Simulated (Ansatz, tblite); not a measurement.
Isomers of Cu4S3 (singlet), found by a short tight-binding search and relaxed with r2SCAN-D4/def2-SVP in Ansatz.

The xTB rows come from tblite.

Run but left out: HF/def2-SVP, MP2/def2-SVP, CCSD/def2-SVP, CCSD(T)/def2-SVP (A: restricted singlet, unstable towards broken spin symmetry).

A further structure is left out (at the level of its geometry, an occupied level 0.00 eV above an empty one); at PBE0-D4/def2-TZVP its energy lies 0.03 eV below the lowest shown.

A: The restricted singlet is unstable towards broken spin symmetry in Hartree–Fock (as tested in another run); at PBE-D4/def2-TZVP, revPBE-D4/def2-TZVP, r2SCAN-D4/def2-TZVP, PBE0-D4/def2-TZVP and others this wasn't settled.

Other spin states weren't relaxed.

A:

| atom | x (Å) | y (Å) | z (Å) |
| --- | --- | --- | --- |
| Cu1 | 1.3642 | 0.6035 | -0.1887 |
| Cu2 | 0.3260 | -0.8788 | -1.8488 |
| Cu3 | -1.0758 | 0.6956 | -0.4618 |
| Cu4 | -0.0771 | -1.2062 | 0.6332 |
| S5 | -1.5896 | -1.4209 | -1.0099 |
| S6 | 1.0280 | 0.1460 | 1.9906 |
| S7 | 0.0243 | 2.0608 | 0.8854 |

B:

Cartesian coordinates in Å:
```
Cu -1.525 0.387 -0.554
Cu -0.490 -1.594 -0.041
Cu 0.141 1.554 0.589
Cu 1.176 -0.427 1.103
S 1.702 0.671 -0.842
S -1.082 -0.124 1.703
S 0.076 -0.467 -1.958
```

Question: Estimate their order by electronic energy at PBE0-D4/def2-TZVP, counted from the lowest.

Answer: A (0.0) < B (1.3), in kcal/mol.

Question: Do the other levels pick the same lowest one?

Answer: Not GFN2-xTB, CAM-B3LYP-D4/def2-TZVP. Energies above each level's lowest (kcal/mol):

| level | A | B |
| --- | --- | --- |
| GFN1-xTB | 0.0 | 2.2 |
| GFN2-xTB | 7.2 | 0.0 |
| PBE-D4/def2-TZVP | 0.0 | 10.2 |
| revPBE-D4/def2-TZVP | 0.0 | 8.9 |
| r2SCAN-D4/def2-TZVP | 0.0 | 10.5 |
| PBE0-D4/def2-TZVP | 0.0 | 1.3 |
| CAM-B3LYP-D4/def2-TZVP | 0.4 | 0.0 |
Point groups (tolerance 0.1 Å): A Cs, B Cs. Lower isomers may exist.
